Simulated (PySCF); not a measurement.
# Where the electron goes

Compound: BBrH₇NSi₂.
Cartesian coordinates in Å at the PBE0-D3(BJ)/def2-SVP level; atoms count from 1:
```xyz
12
BBrH7NSi2 angstrom
B     -0.0294    1.6909   -0.2055
N      0.0241    0.2768   -0.1163
Si     1.5554   -0.5551    0.2503
Si    -1.4654   -0.6405   -0.2840
Br    -2.1635   -1.3122    1.7220
H     -1.0889    2.2372   -0.4193
H      0.9807    2.3435   -0.0715
H      2.6599    0.4369    0.1723
H      1.4880   -1.1618    1.6114
H      1.7566   -1.6492   -0.7457
H     -1.1970   -1.8743   -1.0717
H     -2.5182    0.2064   -0.8940
```

Method used: TDDFT B3LYP/def2-SVPD, vertical, gas phase, core orbitals frozen in the response in PySCF. The B3LYP/def2-SVPD calculation is non-relativistic and has no spin–orbit coupling, an omission that weighs most on bromine.

Kohn–Sham orbitals with the atoms that hold most of them (Löwdin shares over 4%, at most four atoms; ? is withheld):

```csv
orbital,ε (eV),atoms
LUMO+2,-0.24,"Si3 27%, Si4 17%, Br5 8%, H10 8%"
LUMO+1,-0.41,"Br5 32%, Si4 26%, H12 10%, H11 9%"
LUMO,?,?
HOMO,-8.21,?
HOMO-1,-8.31,"Br5 73%, N2 11%, Si4 7%"
HOMO-2,-8.64,"N2 33%, Si3 13%, B1 12%, Br5 10%"
HOMO-3,-8.86,"B1 28%, Br5 17%, H6 16%, H7 14%"
```

(1) Which atoms hold the HOMO, and with what shares?

(2) Which atoms hold the LUMO, and with what shares?

(3) What is the LUMO energy, and the HOMO–LUMO gap?

## Answers

(1) Br5 (bonded to Si) 73%; Si4 (bonded to Br, N and 2 H) 10%; H11 (bonded to Si) 4%.

(2) B1 (bonded to N and 2 H) 44%; N2 (bonded to B and 2 Si) 18%; H7 (bonded to B) 10%; H6 (bonded to B) 9%. By element: boron 44%, hydrogen 18% or more, nitrogen 18%.

(3) ε(LUMO) = -1.02 eV; the gap is 7.19 eV (0.2643 hartree).

The HOMO–LUMO gap is 7.19 eV. Where does the response calculation put the lowest singlet, and from which orbitals?

S1 is at 6.23 eV (f = 0.0043), 0.96 eV below the gap, made of HOMO→LUMO (44%), HOMO-3→LUMO (28%), HOMO-1→LUMO (14%). Without the coupling terms of the response equations the lowest excitation would equal the gap.

Give energy, strength and leading configuration of S4 and S6, and follow the Löwdin shares of the leading atoms from the occupied to the empty orbital.

- S4 (6.80 eV, f 0.0049), HOMO→LUMO+1 (76%): Br5 73% → 32%, Si4 10% → 26%
- S6 (6.97 eV, f 0.041), HOMO-1→LUMO+1 (79%): Br5 73% → 32%, N2 11% → at most 9%, Si4 7% → 26%

One conformer stands for the species.
